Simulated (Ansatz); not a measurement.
Geometry optimisation, RKS PBE0-D4/def2-SVP in Ansatz 0.2.0.

input.yaml

```yaml
crystal:
  periodic: [false, false, false]
  atoms:
    - { symbol: B, position_ang: [-1.00596, 0.65008, -1.19552] }
    - { symbol: Ge, position_ang: [0.65166, 0.26532, -0.14798] }
    - { symbol: B, position_ang: [0.23261, -0.96345, 1.37117] }
    - { symbol: H, position_ang: [-1.34655, -0.05481, -2.06194] }
    - { symbol: H, position_ang: [-1.70624, 1.53977, -0.91023] }
    - { symbol: H, position_ang: [1.30294, 1.53272, 0.33625] }
    - { symbol: H, position_ang: [1.73523, -0.3, -1.02629] }
    - { symbol: H, position_ang: [0.25556, -2.12184, 1.23061] }
    - { symbol: H, position_ang: [-0.11924, -0.54779, 2.40393] }
basis:
  gaussian: { orbitals: def2-SVP }
hamiltonian:
  xc: pbe0
  dispersion: d4
relax:
  f_tol: 0.015
  max_steps: 40
```

Run as:

```bash
$ ansatz run input.yaml --threads 1 --pin off --max-ram 2048MiB --backend cpu --events-out ev --progress --plain --runs-dir out
```

**Question.** Where does it end, and by what steps?

**Answer.** The run converged. After 5 steps the energy has fallen by 0.197 eV; H7 moved furthest, 0.10 Å.

| step | energy less start (eV) | largest force component (eV/Å) | accepted |
| --- | --- | --- | --- |
| 0 | 0.0000 | 1.048 | yes |
| 1 | -0.1632 | 0.392 | yes |
| 2 | -0.1889 | 0.242 | yes |
| 3 | -0.1904 | 0.299 | yes |
| 4 | -0.1964 | 0.032 | yes |
| 5 | -0.1969 | 0.005 | yes |

```xyz
9
Properties=species:S:1:pos:R:3
B -1.017 0.638 -1.184
Ge 0.740 0.301 -0.168
B 0.213 -0.964 1.367
H -1.363 -0.101 -2.074
H -1.746 1.547 -0.866
H 1.322 1.621 0.381
H 1.789 -0.360 -1.089
H 0.222 -2.161 1.206
H -0.160 -0.522 2.427
```

Whether the end is a true minimum wasn't checked by a vibrational analysis.

Run time: 25 s on 1 thread of Arm Neoverse V2, with other jobs on the host, peak memory 0.18 GiB.
